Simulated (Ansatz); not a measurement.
`N[SiH2][InH][F]` + H₂ → `[F][InH][SiH3]` + NH₃ at 500 K and 1 bar (hydrogenolysis of the Si–N bond).

Computed with Ansatz on PBE0-D4/def2-TZVP structures; ΔE is electronic, products minus reactants. CCSD(T)/CBS is the MP2 limit (def2-TZVPP, def2-QZVPP) plus CCSD(T) − MP2 in def2-TZVPP, frozen cores. This one scheme is used for every species. Elements past krypton have def2 core potentials. For In outer-core shells are correlated without core-valence functions, which leaves a few kJ/mol of doubt a bond. One conformer a species, not always the lowest.

```json
{"species": "`N[SiH2][InH][F]`", "CCSD(T)/CBS energy (Eh)": "-636.44681", "H − E (kJ/mol)": "182.4", "S (J/(mol·K))": "437.1"}
{"species": "H₂", "CCSD(T)/CBS energy (Eh)": "-1.17544", "H − E (kJ/mol)": "41.0", "S (J/(mol·K))": "145.5"}
{"species": "`[F][InH][SiH3]`", "CCSD(T)/CBS energy (Eh)": "-581.10508", "H − E (kJ/mol)": "123.4", "S (J/(mol·K))": "397.1"}
{"species": "NH₃", "CCSD(T)/CBS energy (Eh)": "-56.50880", "H − E (kJ/mol)": "108.2", "S (J/(mol·K))": "211.8"}
```

H − E and S are ideal-gas, rigid-rotor, harmonic terms from PBE0-D4/def2-TZVP, for one conformer and one mirror image of each species. For small species the MP2-based limit differs from directly extrapolated CCSD(T) by up to some mEh (0.8 for H₂); such offsets cancel only in part. 1 Eh = 2625.50 kJ/mol, R = 8.31446 J/(mol·K).

Task: By hand: ΔE, ΔH, ΔS and ΔG.

Result: ΔE = (-581.10508) + (-56.50880) − (-636.44681) − (-1.17544) = 0.00837 Eh = 22.0 kJ/mol. Δ(H − E) = 123.4 + 108.2 − 182.4 − 41.0 = 8.2, so ΔH = 30.2 kJ/mol. ΔS = 397.1 + 211.8 − 437.1 − 145.5 = 26.3 J/(mol·K). ΔG = 30.2 − 500 × (26.3)/1000 = 17.0 kJ/mol.

Task: By hand: the equilibrium constant, and the temperature at which ΔG would vanish if ΔH and ΔS stayed fixed.

Result: log₁₀ K = −ΔG/(RT ln 10) = -1.8. ΔG = 0 at ΔH/ΔS = 1148 K.

TΔS isn't small against ΔH here. A doubt of 5 kJ/mol in ΔE shifts log₁₀ K by 0.5 here. Other conformers and mirror images would add mixing entropy, several J/(mol·K) or more a flexible species. Modes under 60 cm⁻¹, often nearly free rotors, make the harmonic entropy too high. These are equilibria of isolated gas molecules and say nothing of rates. Largest T1 diagnostic: 0.016 (customary marks: 0.02 for closed shells, 0.045 for open ones).
